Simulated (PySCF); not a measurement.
Relaxation of quintet CrCl₂

Method: PySCF, UPBE0, basis Cr def2-SVP, Cl def2-SVP (no relativity, density fitting). A (50,194) grid was used.

A hand-made bent start, of C2v symmetry, held to at least that symmetry:

```xyz
3
charge 0 multiplicity 5, angstrom
Cr    0.0000    0.0000   -0.7274
Cl    1.8103    0.0000    0.5402
Cl   -1.8103    0.0000    0.5402
```

Q: What forces act on the atoms at the start (eV/Å)?

A: 
```
atom     Fx    Fy     Fz
 Cr1   0.00  0.00   0.93
 Cl2  -0.21  0.00  -0.46
 Cl3   0.21  0.00  -0.46
```

Q: What does it relax to?

A: It ends at C2v with Cr–Cl 2.182 Å (×2); Cl–Cr–Cl 142.2° (after a last refinement on a finer grid). A frequency run shows a minimum. Other isomers or separated fragments may lie lower.

Q: How much energy is released, and in how many steps?

A: 13.4 kJ/mol in 7 steps.

Open d and f shells are described by one determinant, and the ground state may have another occupation or spin.
